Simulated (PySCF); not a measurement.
Potassium: a sound run and one with changed settings

Sound run: K⁺ [Ar], K²⁺ [Ne] 3s2 3p5. Computed with PySCF 2.14 in cc-pVTZ-X2C (6s5p3d1f, 43 functions), with the spin-free X2C one-electron Hamiltonian (Gaussian nucleus). In the sound run the correlated levels freeze [Ne] 3s2. The sound run starts from symmetry-adapted Hartree-Fock orbitals and uses a fine grid where one is needed.

A second run was set up differently.

| species | method | sound run (hartree) | changed run (hartree) | converged |
| --- | --- | --- | --- | --- |
| K⁺ | UHF | -601.31651 | -601.31651 | yes |
| K⁺ | M06-2X | -602.07734 | -602.07734 | yes |
| K⁺ | r2SCAN | -602.03519 | -602.03519 | yes |
| K⁺ | MP2 | -601.38900 | -601.38398 | yes |
| K⁺ | CCSD(T) | -601.39846 | -601.39846 | yes |
| K²⁺ | UHF | -600.17093 | -600.17093 | yes |
| K²⁺ | M06-2X | -600.88384 | -600.88384 | yes |
| K²⁺ | r2SCAN | -600.84233 | -600.84233 | yes |
| K²⁺ | MP2 | -600.21414 | -600.21137 | yes |
| K²⁺ | CCSD(T) | -600.22188 | -600.22188 | yes |

Ionisation energy of K⁺:

```tsv
method	sound run (eV)	changed run (eV)
UHF	31.173	31.173
M06-2X	32.477	32.477
r2SCAN	32.459	32.459
MP2	31.970	31.908
SCS-MP2	31.910	31.853
CCSD	32.013	32.013
CCSD(T)	32.016	32.016
```

(1) What was changed?
A. all electrons correlated in a valence basis
B. too few SCF iterations
C. level shift left on
D. minimal basis

Results:

(1) C. It used initial guess 1e, at most 50 SCF cycles, level shift 0.1 hartree. A level shift leaves the converged SCF energy unchanged but raises the virtual orbital energies, which shrinks MP2 if it is not removed.
